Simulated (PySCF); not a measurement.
**Levels of Ta⁷⁰⁺ from EOM-EA-GCCSD**

Reference: closed-shell Ta⁷¹⁺, 1s2; one electron is added. Calculated with PySCF 2.14, two-component X2C-1e with screened spin-orbit coupling, an uncontracted even-tempered set (16 s from 25 bohr⁻², ratio 2.6; 13 p from 33 bohr⁻², ratio 2.6; 6 d from 34 bohr⁻², ratio 2.8; 3 f from 1400 bohr⁻², ratio 2.8); frozen nothing; the 34 highest virtual spinors dropped; of the others 56 kept and the rest restored at second order. No Breit or QED terms. Binding energies in eV.

| level | Koopmans |
| --- | --- |
| 2s1/2 | 19112.9 |
| 2p1/2 | 18933.8 |
| 2p3/2 | 17492.6 |

(1) How does correlation move these levels?

For comparison, the ionisation energy of Ta⁷⁰⁺ is 19088.51 ± 0.19 eV (theoretical estimate listed by NIST; NIST Atomic Spectra Database, ionization energies).

Only part of the computed levels is shown.

Answers

(1) 2s1/2: second order 19113.2, EOM-CCSD 19113.2; 2p1/2: second order 18934.3, EOM-CCSD 18934.3; 2p3/2: second order 17493.0, EOM-CCSD 17493.0.
